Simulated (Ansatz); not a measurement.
**Energy profile**

The step: AlH₃O₂F₂ ([OH][OH][AlH]([F])[F]) → AlHO₂F₂ ([F][Al]1([F])[O][OH]1) + H₂; bonds formed: Al1–O7, H2–H5; dative contacts that become bonds: Al1–O6; bonds broken: Al1–H2, H5–O6 (atoms numbered as in the saddle structure below).

Al1  (-0.993, 0.008, -0.406)
H2  (-0.461, -1.633, -0.178)
F3  (-1.437, 0.305, -1.954)
F4  (-1.894, 0.542, 0.852)
H5  (0.407, -1.053, 0.034)
O6  (0.836, 0.094, -0.126)
O7  (1.312, 0.792, 1.018)
H8  (2.230, 0.944, 0.760)
(Å)

Electronic energies by CCSD(T) at an estimated basis limit (MP2 extrapolated from triple and quadruple zeta, plus CCSD(T) − MP2 in triple zeta), on PBE0-D4/def2-TZVP structures; AlH$_{3}$O$_{2}$F$_{2}$, closed shell; no counterpoise correction. Computed with Ansatz 0.2.0 (basis: def2-TZVPP and def2-QZVPP); correlated methods freeze the cores. Extrapolation: Hartree–Fock as exp(−7.88 √X), correlation as X^−2.97.

**Question.** Give the profile in kcal/mol, counted from the separated reactants. (To be estimated.)

**Answer.** Computed:
| point | kcal/mol |
| --- | --- |
| separated: AlHF$_{2}$ (linked as [F][AlH][F]; Al1, H2, F3, F4; singlet) + H$_{2}$O$_{2}$ (linked as [OH][OH]; H5, O6, O7, H8; singlet) | 0.00 |
| start structure | -25.95 |
| saddle | -0.14 |
| end structure | -31.08 |
| separated: AlHO$_{2}$F$_{2}$ (linked as [F][Al]1([F])[O][OH]1; Al1, F3, F4, O6, O7, H8; singlet) + H$_{2}$ (H2, H5; singlet) | -29.82 |

The T1 diagnostic stays at or below 0.014.

For scale, one of the runs: CCSD(T)/def2-TZVPP, 208 basis functions, launched by `ansatz run in.yaml --threads 4 --pin off --events-out ev --progress --plain --max-ram 9574MiB`. Time: 120 s of wall clock on 4 CPU threads of an AMD EPYC 7R43; the host was shared. Peak host memory: 3 GiB.
